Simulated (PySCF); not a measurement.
## Identify the compound

Molecular formula: C₇H₈Cl₂Si. Simulated spectra:

1H NMR (600 MHz, computed): δ 7.49 (d, 2H), 7.22 (m, 1H), 7.21 (m, 2H), 0.77 (s, 3H).

13C{1H} NMR (computed): δ 126.9 (CH), 126.1 (C), 124.7 (CH), 121.7 (CH), 9.2 (CH3).

A single conformation, no solvent model, relativity neglected, fast rotation and ring inversion assumed for equivalent nuclei. Shielding tensors at KT3/pcSseg-1 (GIAO); geometry from PBE0-D3(BJ)/def2-SVP; PySCF.

Chemical shifts δ = σref − σ; 1H (σref 31.32) and 13C (σref 182.31) vs TMS, all at this level.

**Question.** What is the structure?

**Answer.** 
1. The formula gives 4 degrees of unsaturation (1 ring in the answer).
2. 5 carbon signals for 7 carbons: some carbons are equivalent by symmetry or fast rotation.
3. Carbon types of the structure: 1 × C, 5 × CH, 1 × CH3, which accounts for all hydrogens.
4. δC 126.9, 124.7, 121.7: aromatic CH.
5. δC 126.1: substituted aromatic carbon.
6. δC 9.2: methyl carbon bonded to Si; an electropositive neighbour leaves it electron-rich and shielded.
7. δH 7.49, 7.22, 7.21: hydrogen on an aromatic CH; the ring current deshields protons in the ring plane.
8. δH 0.77: hydrogen on a methyl carbon bonded to Si; an electropositive neighbour shields it, as in TMS itself.

Structure: SMILES C[Si](Cl)(Cl)c1ccccc1.

The data come from this structure; uniqueness wasn't tested.

Shifts are as computed, not scaled to solution data. Of 1211 compounds with measured shifts, 218 miss one by over three times the rms of a fit or turn the order of signals round; such compounds aren't used in these exercises. Multiplicities follow the n + 1 count of equivalent neighbours, as no J values were calculated; m marks all less simple cases, F and P coupling included.
